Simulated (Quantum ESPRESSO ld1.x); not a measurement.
The numbers below are computed, except where a source is named.
All-electron atom: Sc X in [Ne] 3s2. Level of theory: Dirac Kohn-Sham, LDA (Slater exchange, VWN5 correlation), spin-unpolarised, spherical densities, point nucleus (ld1.x of Quantum ESPRESSO 7.5).

Spin-orbit splittings of the eigenvalues, e(l+1/2) - e(l-1/2), with zeta = 2 splitting/(2l+1) and mean radii in bohr:

| shell | occ. | splitting (eV) | zeta (eV) | <r> j=l-1/2 | <r> j=l+1/2 |
|---|---|---|---|---|---|
| 2p | 6 | 4.754 | 3.169 | 0.3021 | 0.3047 |
| 3p | 0 | 0.8481 | 0.5654 | 0.9339 | 0.9382 |
| 3d | 0 | 0.1158 | 0.04633 | 0.9079 | 0.9089 |
| 4f | 0 | 0.01145 | 0.003271 | 1.765 | 1.765 |
